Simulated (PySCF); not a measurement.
H2S2Si, neutral, multiplicity 1. Atoms are numbered in the order given.

```xyz
5

Si     0.9992    -0.0107     0.0000
S     -0.3345     1.6696     0.0000
H     -1.5313     1.0530     0.0000
S     -0.4708    -1.5656     0.0000
H      0.4264    -2.5668     0.0000
```
Charge 0, spin multiplicity 1.

The structure is a stationary point at PBE0-D3(BJ)/def2-TZVP. Other conformers were not sampled.

These are B3LYP/pcSseg-2 run with PySCF values and carry that method's errors.

GIAO shieldings, no solvent; atoms listed in one row are averaged. δ = σ(ref) − σ: ²⁹Si against TMS (σ = 325.2 ppm); ³³S against H2S (σ = 688.9 ppm); ¹H against TMS (σ = 31.68 ppm), references at their B3LYP-D3(BJ)/def2-TZVP geometries, non-relativistic.

| nucleus | atoms | count | δ (ppm) |
|---|---|---|---|
| ²⁹Si | Si1 | 1 | 372.5 |
| ³³S | S4 | 1 | 369.9 |
| ³³S | S2 | 1 | 337.2 |
| ¹H | H3 | 1 | 5.18 |
| ¹H | H5 | 1 | 4.43 |
